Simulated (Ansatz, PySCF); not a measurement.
Lewis adduct: BH3 (SMILES B) (first 4 atoms) with CHN (SMILES C#N); geometry from B3LYP-D3(BJ)/def2-TZVP, rigid monomers moved along the line of their centres of mass till B1···N6 is 1.77 Å.
(charge 0, multiplicity 1):
```xyz
7

B     -0.097     0.048     0.770
H      0.666     0.927     0.451
H      0.204    -1.031     0.322
H     -1.256     0.333     0.591
C      0.194    -0.210     3.658
N      0.080    -0.109     2.527
H      0.301    -0.305     4.714
```

Counterpoise-corrected where a basis set is named; no monomer relaxation. Rows marked so take none.

Frozen-core correlation. CBS: X⁻³ extrapolation of the correlation energy, Hartree–Fock from the larger set. Rows in 3-21G, 6-31G* carry no dispersion term and start afresh at each structure (6-31G* with six Cartesian d functions). MP2/6-31G* freezes PySCF's default core.

Programs: Ansatz (a program for electronic structure) with Gaussian orbitals; PySCF for 3-21G rows, 6-31G* rows, the dispersion terms. Each number belongs to the level named beside it.

| level | interaction energy (kJ/mol) |
|---|---|
| HF/3-21G (no counterpoise) | -114.4 |
| HF/6-31G* | -79.7 |
| B3LYP/6-31G* | -118.3 |
| B3LYP/def2-TZVPPD | -118.2 |
| B3LYP-D3(BJ)/def2-TZVPPD | -124.9 |
| PBE0-D3(BJ)/def2-TZVPPD | -137.2 |
| MP2/6-31G* | ? |
| MP2/6-31G* (no counterpoise) | -123.5 |
| CCSD(T)/CBS(aug-cc-pVDZ, aug-cc-pVTZ) | -119.6 |

Q: Complete the blanks.

A: 
- MP2/6-31G*, interaction energy (kJ/mol): -110.0
